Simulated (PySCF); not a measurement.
From one molecule to another.

First species: CH₁₂OSSi₅.
SMILES: `CS[Si]1(O)[SiH2][SiH2][SiH2][SiH2]1`

Second species: C6H11FO2Si.
SMILES: `OC(=O)/C(=C\[SiH2]CF)CC`

Levels: PBE0/pcSseg-1 for HOMO energy, LUMO energy and HOMO–LUMO gap. Geometries: GFN2-xTB. Each species is one conformer at its optimised geometry, gas phase, non-relativistic unless stated. Electronic properties by PySCF.

Values for the first species:

| Item | Value |
| --- | --- |
| HOMO energy | -6.62 eV |
| LUMO energy | -1.80 eV |
| HOMO–LUMO gap | 4.82 eV |

Task: Estimate the same properties for the second species, and the change in each.

Result: 
```json
{"property": "HOMO energy", "first": "-6.62 eV", "second": "-7.49 eV", "second less first": "-0.87 eV"}
{"property": "LUMO energy", "first": "-1.80 eV", "second": "-1.77 eV", "second less first": "+0.03 eV"}
{"property": "HOMO–LUMO gap", "first": "4.82 eV", "second": "5.72 eV", "second less first": "+0.90 eV"}
```

